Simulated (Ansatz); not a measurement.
Pulling on the C2–H3 bond in CH5NSi (SMILES C[Si]N) (multiplicity 1 held, fragments rigid). Energies count from the point at 1.093 Å.
Geometry at that point (charge 0, multiplicity 1):
```xyz
8

Si    -0.2770    -0.0299     0.6534
C      0.5814     1.3396    -0.3708
H      0.1332     2.3155    -0.1673
H      0.5786     1.1721    -1.4515
H      1.6258     1.4080    -0.0421
N     -0.2193    -1.2951    -0.5031
H      0.1577    -1.2308    -1.4393
H     -0.5711    -2.2185    -0.3004
```

R- and RO- levels are restricted; in cc, def2 and unpolarised 6-31G sets they are followed outwards from rest. Active spaces are followed from a long bond inwards. Levels need not reach the same state.

Frozen-core correlation.

Codes used: Ansatz (a program for electronic structure). Each number belongs to the level named beside it.

Question: Estimate the energy at R = 3.498 Å that SC-NEVPT2 on CASSCF(2,2)/cc-pV(T+d)Z returns for this input.

Answer: 466 kJ/mol

Question: Predict the energy at R = 3.498 Å from FIC-MRCISD+Q on CASSCF(2,2)/cc-pV(T+d)Z.

Answer: 470 kJ/mol

Question: Give the energy at R = 3.498 Å at the level R-wB97X-V/cc-pV(T+d)Z.

Answer: 711 kJ/mol

Doubts at one or more of the structures used: a restricted determinant that unrestricted orbitals would lower (R-wB97X-V/cc-pV(T+d)Z).
